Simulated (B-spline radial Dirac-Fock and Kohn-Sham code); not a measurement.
**Elastic and transport cross sections of gold for electrons**

These are calculated numbers from a radial finite-basis atomic code; the model is relativistic (Dirac) partial waves in the static field of the Dirac-Fock atom with Furness-McCarthy exchange, without polarisation or absorption potentials. Below a few hundred eV the neglected polarisation potential matters, most of all at small angles. σ_tr1 and σ_tr2 weight the cross section with 1 − P₁ and 1 − P₂ of cos θ; "backward" is the share scattered beyond 90°.

| energy (eV) | σ (a₀²) | σ_tr1 (a₀²) | σ_tr2 (a₀²) | σ/σ_tr1 | backward (%) |
| --- | --- | --- | --- | --- | --- |
| 50 | 33.0 | 17.0 | 20.4 | 1.94 | 25 |
| 50.6 | 33.1 | 16.9 | 20.4 | 1.96 | 25 |
| 54.3 | 33.8 | 15.9 | 20.1 | 2.13 | 22 |
| 59.9 | 34.4 | 14.4 | 19.3 | 2.39 | 19 |
| 67.6 | 34.6 | 12.4 | 17.9 | 2.78 | 16 |
| 70.2 | 34.5 | 11.8 | 17.4 | 2.92 | 15 |
| 71.4 | 34.5 | 11.6 | 17.2 | 2.98 | 14 |
| 74.7 | 34.3 | 10.9 | 16.6 | 3.16 | 13 |
| 100 | 32.2 | 7.01 | 12.6 | 4.60 | 6.3 |
| 130 | 29.5 | 4.80 | 9.41 | 6.15 | 2.9 |
| 180 | ? | ? | ? | ? | ? |
| 200 | 23.8 | 3.41 | 6.25 | 6.97 | 2.7 |
| 208 | 23.2 | 3.38 | 6.11 | 6.85 | 3.0 |
| 300 | 17.9 | 3.50 | 5.47 | 5.12 | 6.8 |
| 301 | 17.9 | 3.51 | 5.47 | 5.11 | 6.8 |
| 314 | 17.4 | 3.53 | 5.42 | 4.92 | 7.4 |

Q: Fill in the row for 180 eV.

A: σ = 25.3 a₀², σ_tr1 = 3.54 a₀², σ_tr2 = 6.74 a₀², σ/σ_tr1 = 7.14, backward 2.2 %. The ratio σ/σ_tr1 is roughly the number of elastic collisions that randomise the direction.
